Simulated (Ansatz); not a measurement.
Ansatz (a program for electronic structure) input:

Ansatz 0.2 input:
```yaml
crystal:
  periodic: [false, false, false]
  atoms:
    - {symbol: F, position_ang: [1.14294866, -0.27496549, 1.66107688]}
    - {symbol: C, position_ang: [0.64434423, -0.20997535, 0.54746948]}
    - {symbol: C, position_ang: [-0.29771692, 0.08628466, -0.35372582]}
    - {symbol: F, position_ang: [-0.23619449, 1.15398567, -1.06356069]}
    - {symbol: F, position_ang: [-1.12261317, -0.80189981, -0.77671011]}
basis:
  gaussian:
    orbitals: def2-TZVP
hamiltonian:
  xc: b3lyp
  dispersion: d3bj
total_charge: 1
relax: {f_tol: 0.002, max_steps: 150}
```

Question: Which total energy does the run end on?

Answer: -375.39244 Eh (B3LYP-D3(BJ)/def2-TZVP). The basis has 155 functions. The run takes very roughly 70 core-seconds.
